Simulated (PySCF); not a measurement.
System (SMILES): [SiH][SiH3] (SiH-SiH3) (closed-shell singlet).
Geometry (B3LYP-D3(BJ)/def2-TZVP, fixed):
```xyz
6

Si     0.0071     1.0500     0.8096
H     -0.4184     1.8608    -0.4081
Si     0.0198    -0.9006    -0.5838
H      0.9769    -0.6998    -1.7070
H     -1.3363    -1.1013    -1.1659
H      0.4013    -2.1512     0.1194
```
Charge 0, spin multiplicity 1.

How fast the isotropic shielding of H6 converges with the basis for several methods (PySCF): deviation from each method's own reference, in ppm. References: HF 27.39 ppm, the value in pcseg-3; PBE 26.51 ppm, the value in pcseg-3; PBE0 26.64 ppm, the value in pcseg-3. All functions are spherical. Core-valence sets carry the plain set on hydrogen. No added dispersion term, no relativity. GIAO; atoms are numbered in the order shown.

| basis | functions | HF | PBE | PBE0 |
|---|---|---|---|---|
| 6-31G* | 44 | 0.56 | 0.73 | 0.69 |
| 6-31G** | 56 | 0.14 | 0.31 | 0.27 |
| 6-311G** | 76 | 0.07 | 0.28 | 0.23 |
| def2-SVPD | 80 | 0.05 | 0.08 | 0.08 |
| 6-311+G** | 84 | 0.15 | 0.32 | 0.27 |
| aug-cc-pV(D+d)Z | 100 | -0.08 | -0.07 | -0.07 |
| 6-311++G(2d,2p) | 110 | 0.01 | 0.09 | 0.07 |
| def2-TZVPD | 122 | 0.06 | 0.10 | 0.09 |
| pcSseg-2 | 142 | 0.01 | 0.10 | 0.08 |
| jun-cc-pV(T+d)Z | 152 | -0.01 | 0.02 | 0.02 |
| cc-pCVTZ | 174 | -0.01 | 0.03 | 0.02 |
| pcseg-3 | 260 | 0.00 | 0.00 | 0.00 |

Mean absolute deviation over 6-311G**, 6-311+G**, 6-311++G(2d,2p), def2-TZVPD, pcSseg-2, jun-cc-pV(T+d)Z, cc-pCVTZ: HF 0.05, PBE0 0.11, PBE 0.14 ppm.
